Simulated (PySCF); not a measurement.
C₅H₅F₃N (doublet state).
Numbering: `[F:1][C:2]([F:3])([F:4])[C:5]1[CH:6]=[CH:7][CH2:8][NH:9]1` (hydrogens: H10 on C6; H11 on C7; H12, H13 on C8; H14 on N9)

Cartesian coordinates in Å at the GFN2-xTB level; atoms count from 1:
```
atom  x, y, z in Å
F1     2.5435   -0.5459    0.9439
C2     2.0121    0.2035   -0.0450
F3     2.4684    1.4542    0.1235
F4     2.5993   -0.2458   -1.1842
C5     0.5396    0.1343   -0.0624
C6    -0.3793    1.0722   -0.5381
C7    -1.6406    0.5826   -0.3516
C8    -1.5518   -0.7637    0.2932
N9    -0.1290   -1.0020    0.3523
H10   -0.1114    2.0169   -0.9697
H11   -2.5680    1.0531   -0.6043
H12   -2.0141   -0.7782    1.2932
H13   -2.0433   -1.5491   -0.2990
H14    0.2738   -1.6325    1.0259
```

The hyperfine couplings belong to this conformer and change with its torsions.

The calculation used UKS B3LYP, pcH-1 on C F H N, non-relativistic, mean-field spin-orbit, GIAO (PySCF 2.14.0). Geometry: GFN2-xTB; no solvent, vibrations or thermal averaging. A GFN2-xTB geometry isn't a minimum of the functional, and hyperfine couplings can be far from their values at a DFT geometry. The SCF solution wasn't tested for stability.

Problem. The isotropic 13C couplings are +42.5, +38.8, -37.4, -29.4, -22.6 MHz. Assign them to C2; C5; C6; C7; C8.

Solution. 
```tsv
site	a_iso (MHz)	ρ(0) (bohr⁻³)	position	distance from C7 (Å)	spin population	largest |T| (MHz)
C2	-22.6	-0.0201	1 bond from C5	3.69	0.00	3.3
C5	+38.8	+0.0345	a main spin site	2.24	+0.47	86.0
C6	-37.4	-0.0332	1 bond from C7	1.37	-0.19	23.1
C7	+42.5	+0.0378	largest spin population	0.00	+0.48	76.8
C8	-29.4	-0.0262	1 bond from C7	1.50	-0.06	1.2
```

Problem. Match the computed a_iso(1H) values +129.5, -32.8, +8.5, 0.0 MHz (means over equivalent nuclei) with the sites H10; H11; H12/H13; H14.

Solution. 
```json
{"site": "H10", "a_iso (MHz)": "+8.5", "ρ(0) (bohr⁻³)": "+0.0019", "position": "2 bonds from C7, on C6 of spin population -0.19", "distance from C7 (Å)": "2.19", "bound to": "C6", "spin population there": "-0.19", "largest |T| (MHz)": "4.8"}
{"site": "H11", "a_iso (MHz)": "-32.8", "ρ(0) (bohr⁻³)": "-0.0073", "position": "1 bond from C7", "distance from C7 (Å)": "1.07", "bound to": "C7", "spin population there": "+0.48", "largest |T| (MHz)": "19.8"}
{"site": "H12/H13", "a_iso (MHz)": "+129.5", "ρ(0) (bohr⁻³)": "+0.0290", "position": "2 bonds from C7", "distance from C7 (Å)": "2.17", "bound to": "C8", "spin population there": "-0.06", "largest |T| (MHz)": "4.2"}
{"site": "H14", "a_iso (MHz)": "0.0", "ρ(0) (bohr⁻³)": "0.0000", "position": "2 bonds from C5, on N9 of spin population +0.18", "distance from C7 (Å)": "3.24", "bound to": "N9", "spin population there": "+0.18", "largest |T| (MHz)": "19.0"}
```

ρ(0) is the spin density at the nucleus and T the dipolar tensor; entries for several nuclei are means. The largest Mulliken spin populations are on C7 (+0.48), C5 (+0.47), C6 (-0.19) and N9 (+0.18). Three atoms exceed +0.15. The positive populations add up to 1.28 and the negative ones to -0.28, together 2S = 1. Main spin sites, with 60 % or more of the largest population: C5, C7; positions count bonds from the nearest.

The spin density at the nucleus, in bohr⁻³, is negative for C6 (-0.0332), C8 (-0.0262) and C2 (-0.0201), for instance. A restricted open-shell determinant has no negative spin density anywhere; here it arises because α and β orbitals differ (spin polarisation).

Class means assume fast exchange of nuclei equivalent by connectivity; if that motion is slow, each nucleus keeps its own coupling. The three 19F nuclei of mean +73.9 MHz run from 26.0 to 153.6 MHz in the frozen geometry.

The SMILES `FC(F)(F)[C]1C=CCN1` draws the unpaired electron on C5, whose computed spin population is only +0.47.
